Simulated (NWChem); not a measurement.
System: N-methylmethanimine (C$_{2}$H$_{5}$N); SMILES C=NC

```xyz
8

C     -0.1227     1.1358     0.0000
N      0.5391    -0.1374     0.0000
C     -0.1646    -1.1840     0.0000
H      0.2004     1.7141     0.8810
H      0.2004     1.7141    -0.8810
H     -1.2303     1.0752     0.0000
H     -1.2750    -1.1755     0.0000
H      0.3245    -2.1691     0.0000
```
Atoms are numbered in this order, from 1.

Computed with NWChem. Structure relaxed at the PBE0/def2-SVP level. Isolated, static molecule.

GIAO at PBE/pcSseg-1: principal shieldings of C1 are 93.0, 109.9, 172.5 ppm; an isolated tetramethylsilane molecule has σ = 180.0 ppm at the same levels.

Problem. Find the isotropic 13C shift, its principal values, the span and the skew.

Solution. 
1. σ(iso) = one third of the sum = 125.1 ppm.
2. δ = σ(reference) − σ = 54.9 ppm against tetramethylsilane.
3. δ11, δ22, δ33 = 87.0, 70.1, 7.5 ppm.
4. Span Ω = δ11 − δ33 = 79.5 ppm; skew κ = 3(δ22 − δ(iso))/Ω = 0.57.
